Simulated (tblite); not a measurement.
C8H17N.
Geometry (GFN2-xTB, Å), atoms numbered from 1 in this order:
```xyz
26
C8H17N angstrom
C      2.7959   -0.7575   -0.0994
C      1.3493   -0.9097    0.3570
C      0.4479    0.1700   -0.2606
C      0.8290    1.4923    0.3284
N      1.2854    2.4033   -0.4023
C     -1.0732   -0.1051   -0.1031
C     -1.8421    1.1489   -0.5347
C     -1.4816   -1.2581   -1.0254
C     -1.4542   -0.4551    1.3374
H      2.8685   -0.8599   -1.1796
H      3.4210   -1.5191    0.3621
H      3.1840    0.2208    0.1738
H      1.3097   -0.8438    1.4463
H      0.9910   -1.8975    0.0658
H      0.6608    0.2294   -1.3324
H      0.7049    1.5726    1.4191
H      1.5390    3.2690    0.0703
H     -1.6610    1.9720    0.1528
H     -2.9118    0.9496   -0.5534
H     -1.5306    1.4638   -1.5277
H     -1.2348   -1.0259   -2.0590
H     -0.9826   -2.1844   -0.7520
H     -2.5548   -1.4253   -0.9606
H     -1.0100   -1.3986    1.6441
H     -2.5354   -0.5502    1.4175
H     -1.1352    0.3209    2.0289
```

Method: GFN2-xTB as coded in tblite; computed harmonic values from a numerical Hessian at the method's own geometry, unscaled. Errors from tens to a few hundred cm⁻¹ against measured bands are possible. One conformer, not necessarily the lowest.

Harmonic wavenumbers (cm⁻¹): 58.1, 67.7, 85.7, 183.7, 192.1, 200.5, 236.2, 248.5, 257.0, 307.4, 318.5, 337.8, 359.8, 425.1, 444.1, 449.5, 554.2, 743.4, 816.6, 829.9, 914.2, 959.7, 963.2, 966.1, 990.4, 1000.0, 1023.7, 1034.3, 1041.3, 1083.0, 1106.6, 1129.5, 1195.0, 1226.2, 1246.3, 1256.1, 1264.0, 1294.8, 1309.3, 1345.8, 1378.9, 1409.5, 1410.6, 1417.5, 1432.9, 1484.7, 1492.8, 1496.6, 1499.1, 1501.0, 1505.9, 1510.8, 1514.7, 1515.6, 1739.4, 2811.4, 2954.9, 2974.4, 2992.9, 3022.2, 3023.6, 3029.3, 3029.9, 3031.0, 3034.6, 3037.0, 3038.4, 3042.4, 3043.1, 3043.8, 3046.1, 3326.1.

A = 1938, B = 1285, C = 973.5 MHz; mass 127.136 u (most abundant isotopes); point group C1, symmetry number 1.

Zero-point energy?

½Σν̃ = 51628 cm⁻¹ = 617.61 kJ/mol.

What is S at 298.15 K and 1 bar for an ideal gas of classical rigid rotors and harmonic oscillators?

Translation 169.28, rotation 122.48, vibration 144.78: S = 436.5 J/(mol K).

And Cp and H(298.15 K) − H(0)?

Cp = 189.62 J/(mol K), of which vibrations give 156.36 (their classical limit is 72 R = 598.6); H(298.15 K) − H(0) = 33.44 kJ/mol without the zero-point energy, 23.52 from vibrations.

How do the functions run with temperature in this model?

```json
{"T (K)": "100", "S (J/(mol K))": "293.1", "Cp (J/(mol K))": "88.0", "H − H(0) (kJ/mol)": "5.67", "G − H(0) (kJ/mol)": "-23.64", "ln q(vib)": "1.71"}
{"T (K)": "200", "S (J/(mol K))": "371.4", "Cp (J/(mol K))": "140.9", "H − H(0) (kJ/mol)": "17.26", "G − H(0) (kJ/mol)": "-57.01", "ln q(vib)": "4.79"}
{"T (K)": "300", "S (J/(mol K))": "437.7", "Cp (J/(mol K))": "190.6", "H − H(0) (kJ/mol)": "33.79", "G − H(0) (kJ/mol)": "-97.52", "ln q(vib)": "7.98"}
{"T (K)": "500", "S (J/(mol K))": "559.5", "Cp (J/(mol K))": "292.2", "H − H(0) (kJ/mol)": "82.33", "G − H(0) (kJ/mol)": "-197.40", "ln q(vib)": "14.33"}
{"T (K)": "800", "S (J/(mol K))": "722.4", "Cp (J/(mol K))": "401.3", "H − H(0) (kJ/mol)": "187.64", "G − H(0) (kJ/mol)": "-390.31", "ln q(vib)": "23.64"}
{"T (K)": "1000", "S (J/(mol K))": "817.6", "Cp (J/(mol K))": "450.8", "H − H(0) (kJ/mol)": "273.09", "G − H(0) (kJ/mol)": "-544.49", "ln q(vib)": "29.55"}
```

q(vib) and H(0) count from the zero-point level.

Which modes carry the vibrational entropy at 298.15 K?

58.1 cm⁻¹: 18.91; 67.7 cm⁻¹: 17.65; 85.7 cm⁻¹: 15.71; 183.7 cm⁻¹: 9.58; 192.1 cm⁻¹: 9.24; 200.5 cm⁻¹: 8.91 J/(mol K); the other 66 give 64.77 together.

What must be added to the electronic energy to get the Gibbs energy at 298.15 K and 1 bar?

ZPE + [H(298.15 K) − H(0)] − T·S = 617.61 + 33.44 − 130.15 = 520.90 kJ/mol.

Blend soft modes into free rotors: weight 1/[1 + (100 cm⁻¹/ν̃)⁴] for the oscillator and the rest for a rotor with moment μB/(μ + B), μ = h/(8π²ν), B = 10⁻⁴⁴ kg m². What vibrational entropy results?

135.28 J/(mol K) in place of 144.78, which changes −T·S at 298.15 K by +2.83 kJ/mol.

Hindered rotation and anharmonicity are outside this model. Other conformers, if any are populated, would add a mixing term that is left out. The structure is chiral; the term R ln 2 for an equal mix with its mirror image is left out.
